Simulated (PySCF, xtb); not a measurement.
H6OSiTi, SMILES [SiH3][O][TiH3], multiplicity 1.

GFN2-xTB run with xtb at its own geometry gives an orbital gap of 2.72 eV and a dipole moment of 1.71 D.

Geometry optimised at B3LYP-D3(BJ)/def2-SVP. The geometry has at least one imaginary mode, so it is a saddle point at that level. The spin state was assumed, not searched. The structure was generated by enumeration; whether it is a known compound was not checked.

Question: What does PBE/def2-TZVPD in PySCF give? (An estimate is asked for; the answer gives what the named calculation found.)

Answer: gap 3.37 eV (levels -7.03 and -3.66 eV), dipole 1.80 D.
